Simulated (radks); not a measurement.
Species: Sc II. Configuration: [Ar] 3d0.5 4s1 4f0.5 (fractional occupations, a model configuration). Method: non-relativistic Kohn-Sham, LDA (Slater exchange, Perdew-Wang correlation), spin-polarised, spherical densities, point nucleus; open shells are filled with parallel spins first; computed with a radial shooting solver on a logarithmic mesh with Libxc functionals.

X-ray form factor f0, the Fourier transform of the density (f0(0) = 20):

sin(theta)/lambda (1/angstrom),f0 (electrons)
0.05,19.099
0.1,17.897
0.15,16.488
0.2,15.043
0.25,13.664
0.3,12.384
0.4,10.228
0.5,8.692
0.6,7.673
0.8,6.427
1,5.462
1.25,4.311
1.5,3.323
2,2.075
